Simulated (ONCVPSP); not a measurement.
An all-electron radial function and its pseudo partner (aluminium)

Columns: radius, all-electron u(r) and pseudo u(r) of the 3s shell (level -19.15 eV) of aluminium in the configuration [Ne] 3s1.5; PBEsol, scalar-relativistic, ONCV scheme, ONCVPSP 4.0.1.

```csv
r (bohr),all-electron,pseudo
0.095,0.1430,0.0108
0.190,-0.0677,0.0235
0.285,-0.2476,0.0398
0.380,-0.3279,0.0612
0.475,-0.3217,0.0890
0.570,-0.2571,0.1239
0.665,-0.1585,0.1656
0.760,-0.0441,0.2137
0.855,0.0740,0.2667
0.950,0.1879,0.3234
1.045,0.2930,0.3819
1.140,0.3868,0.4407
1.235,0.4682,0.4978
1.330,0.5370,0.5514
1.425,0.5936,0.5997
1.520,0.6388,0.6410
1.615,0.6736,0.6742
1.710,0.6988,0.6989
1.805,0.7152,0.7152
1.900,0.7237,0.7237
1.995,0.7253,0.7253
2.090,0.7207,0.7207
2.185,0.7108,0.7108
2.280,0.6965,0.6965
2.375,0.6784,0.6784
2.470,0.6574,0.6574
```

Question: How many radial nodes do the two functions have?

Answer: The all-electron 3s function has n − l − 1 = 2; the pseudo-wave has 0, since the states of the same l below it are removed with the core.

Question: At about which radius was the pseudo-wave matched?

Answer: 1.90 bohr. The columns agree to 0.0005 from 1.71 bohr on; several derivatives are matched, so the curves merge somewhat inside the radius.

Question: Is the pseudo-wave norm-conserving?

Answer: Yes: the ONCV scheme keeps the norm inside the radius equal to the all-electron one, which fixes the energy derivative of the logarithmic derivative at the level.
